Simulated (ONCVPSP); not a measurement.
**chromium: one change to an ONCV potential, before and after**

ONCVPSP 4.0.1 input, shortened (lines: element, Z, core and valence counts, functional; n l f; lmax; l rc ep ncon nbas qcut; lloc lpopt rc5 dvloc0; l nproj debl; icmod fcfact rcfact), PBE, fully relativistic:

```
  Cr 24.00    3    3        4      upf
    1    0    2.00
    2    0    2.00
    2    1    6.00
    3    0    2.00
    3    1    6.00
    3    2    3.00
    2
    0    0.85    0.00    4    7    7.60
    1    1.30    0.00    4    9   12.90
    2    1.30    0.00    5    9   10.40
    4    5    0.65    2.00
    0    2    1.20
    1    2    1.00
    2    3    0.60
    0    0.00    0.00
```

Open shells are filled in proportion to 2j + 1.

In the s channel the program set the typed energies aside and used -4.141, 0.250 Ha. In the p channel the program set the typed energies aside and used -3.064, 0.250 Ha (j = l + 1/2; the other j can differ). In the d channel the program set the typed energies aside and used -1.436, 0.250, 0.850 Ha (j = l + 1/2; the other j can differ).

All-electron outer shells of the reference configuration (PBE, scalar-relativistic, ld1.x):

```csv
shell,level (eV),outermost node (bohr),outermost maximum (bohr)
3s,-112.71,0.36,0.78
3p,-83.74,0.33,0.79
3d,-39.12,–,0.80
```

Change: s: qcut 4.7; p: qcut 8.1; d: qcut 6.5.

Cutoffs: the cutoffs (Ha) at which the residual kinetic energy of the hardest occupied pseudo-wave falls to 1 and 0.1 mHa per electron; they do not see the model core or the augmentation charge, which bear on the density cutoff. Errors are all-electron minus pseudo energies relative to the spin-unpolarised reference configuration.

**Question.** How do hardness, ghosts and transferability respond?

**Answer.** The potential gets harder (143 Ha and 173 Ha → 176 Ha and 198 Ha); both files keep a bound ghost (d); of the 4 tests that both files solve, the error grows in 3 and shrinks in 1 by more than 15 % and 0.3 meV (median size 28.8 → 44.4 meV).

```csv
quantity,base,changed
"cutoff, loose",143 Ha,176 Ha
"cutoff, tight",173 Ha,198 Ha
loose cutoff by channel,"s 143 Ha, p 26 Ha, d 51 Ha","s 166 Ha, p 26 Ha, d 176 Ha"
bound ghosts,"d5/2, d3/2","d5/2, d3/2"
GHOST(+) flags under 300 eV,none,none
"error for 3s2 3p6 3d5 4s1, meV [ΔE -53.70 eV]",+25,+51
"error for 3s2 3p6 3d5, meV [ΔE -46.80 eV]",+36,+73
"error for 3s2 3p6 3d4, meV [ΔE -30.75 eV]",+18,+38
"error for 3s1 3p6 3d5 4s1, meV [ΔE 26.55 eV]",+33,+21
s: phases at 0.86 bohr within 0.05 rad from the reference energy up to (Ha; the scan ends near 5),to the end of the scan,to the end of the scan
p3/2: phases at 1.32 bohr within 0.05 rad from the reference energy up to (Ha; the scan ends near 5),to the end of the scan,to the end of the scan
p1/2: phases at 1.32 bohr within 0.05 rad from the reference energy up to (Ha; the scan ends near 5),to the end of the scan,to the end of the scan
d5/2: phases at 1.32 bohr within 0.05 rad from the reference energy up to (Ha; the scan ends near 5),to the end of the scan,to the end of the scan
d3/2: phases at 1.32 bohr within 0.05 rad from the reference energy up to (Ha; the scan ends near 5),to the end of the scan,to the end of the scan
```

 A true bound ghost makes a file unfit for plane-wave use even where its test errors are small: the radial tests pick states by their node count and pass the ghost by.
